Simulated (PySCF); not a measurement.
# Dipole moment and polarisability of `C#Cc1cnncc1C=O`

Compound: C₇H₄N₂O.
Structure used (GFN2-xTB), in Å, numbered top down from 1:
```xyz
14
C7H4N2O angstrom
C      2.806   -0.887   -0.023
C      1.618   -0.708    0.003
C      0.216   -0.565    0.040
C     -0.617   -1.694    0.167
N     -1.926   -1.616    0.207
N     -2.535   -0.468    0.129
C     -1.839    0.641    0.007
C     -0.437    0.670   -0.045
C      0.295    1.940   -0.181
O     -0.223    3.022   -0.256
H      3.846   -1.024   -0.047
H     -0.197   -2.688    0.239
H     -2.402    1.562   -0.053
H      1.395    1.814   -0.211
```

Level: CAM-B3LYP/def2-SVPD (PySCF), static field, nuclei fixed, core orbitals frozen in the response. The polarisability tensor in these axes (au):

```
x   129.48  -6.91  -2.13
y    -6.91 107.27  -4.58
z    -2.13  -4.58  52.26
```

Question: Diagonalise the tensor; give its mean and Δα, where Δα² is half the sum of the squared differences of the eigenvalues.

Answer: Principal values 51.78, 105.76 and 131.46 au; mean 96.34 au = 14.28 Å³ = 15.88 × 10⁻⁴⁰ C²·m²/J; Δα = 70.44 au (73 % of the mean).

Question: What is the dipole moment, and where does it point?

Answer: (4.48, -1.15, -0.06) D, 4.62 D in size, pointing from the negative to the positive side. Measured along this direction, the outermost atoms are H13 at the negative end and H11 at the positive end.

Question: Find the Langevin capture rate constant for H3O+ (19.018 u) meeting this molecule (132.032 u), k = 2.342 × 10⁻⁹ cm³/s × √(α in Å³ / reduced mass in u).

Answer: The reduced mass is 16.62 u, so k = 2.17 × 10⁻⁹ cm³/s. The formula leaves out the permanent dipole, which adds to the capture rate.

Question: Form Σ f/ω² (atomic units) for the 8 lowest TDDFT singlets, given as eV and f, and set it beside the mean polarisability, which is this sum over all singlets: 2.95, 0.0012; 3.64, 0.0012; 3.81, 0.0000; 4.73, 0.1419; 4.98, 0.0000; 5.27, 0.0819; 5.51, 0.0006; 5.95, 0.0028.

Answer: They add up to 7.11 au, 7.4 % of the 96.34 au; the largest single term is 4.69 au, from the state at 4.73 eV. Terms in order: 0.10, 0.06, 0.00, 4.69, 0.00, 2.18, 0.01, 0.06 au. Higher excitations give the rest. The strengths listed sum to 0.229.

Question: Give the principal axes and the span of the nuclei along them.

Answer: Largest value along (0.96, -0.27, -0.01), where the nuclei span 6.72 Å; middle along (0.27, 0.96, -0.09), 5.51 Å; least along (0.04, 0.09, 1.00), 0.00 Å. The response follows the extents in order.

Question: What would n − 1 = 2πNα be for an ideal gas of these molecules at 298.15 K and 1 atm, electronic part alone?

Answer: N = p/kT = 2.4615 × 10¹⁹ cm⁻³, so n − 1 = 2π × N × 14.28 × 10⁻²⁴ cm³ = 2208 × 10⁻⁶ at long wavelengths.

Geometry: GFN2-xTB, one conformer, isolated molecule.
